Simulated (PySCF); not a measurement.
A series of substituents X on one scaffold: BH2-X. Gas-phase values, no solvent. One relaxed conformer stands for each flexible species; it need not be the lowest. Strings in code marks are SMILES.

Level of theory: PBE-D3(BJ)/def2-TZVP // M06-2X/def2-TZVP in PySCF. All candidates: neutral, multiplicity 1. Excitations are Tamm–Dancoff values on a coarser integration grid. The basis has no diffuse functions, so Rydberg states are missing or too high.

The brightest of the four lowest singlets (TDA) comes out as 6.12 eV and the HOMO–LUMO gap is 4.40 eV. The T1 excitation (TDA) is 3.62 eV.

Task: Name which member has these values.
A. `B[Si](C)(C)C`
B. `BO[SiH3]`
C. `BC=C`
D. `BC#C`

Result: C, `BC=C`. The others give `BC#C`: 5.52 eV, 3.54 eV, 3.27 eV; `BO[SiH3]`: 6.84 eV, 5.36 eV, 4.98 eV; `B[Si](C)(C)C`: 4.48 eV, 3.24 eV, 2.67 eV
